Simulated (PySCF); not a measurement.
Dipole response of Cr (chromium, neutral)

[Ar] 3d5 4s1, high-spin 7S determinant. Calculation: PySCF 2.14, in x2c-QZVPPall with one added diffuse shell each of s, p, d, f, g type (12s8p6d4f3g, 121 functions); scalar relativity by spin-free X2C-1e. Coupled (time-dependent) response in atomic units; α is the mean over directions.

```
method  mean α (bohr³)  C₆ (like pair)  S(−4)
  TPSS           73.18           619.3   4023
```

S(−4) is the Cauchy moment in α(ω) = α(0) + S(−4) ω² + …

Reference α: 83 ± 12 bohr³ (recommended; Schwerdtfeger and Nagle, table of static dipole polarizabilities (2023 update)). Published C₆: 602.0 (Chu and Dalgarno (2004); Tang, Norbeck and Certain (1976)).

α(iu) at TPSS:

```csv
u (hartree),α(iu) (bohr³)
0,73.18
0.0500,64.52
0.100,48.56
0.200,26.79
0.300,17.05
0.500,9.266
0.750,5.620
1.00,3.921
1.50,2.334
2.00,1.587
3.00,0.8873
5.00,0.3989
```
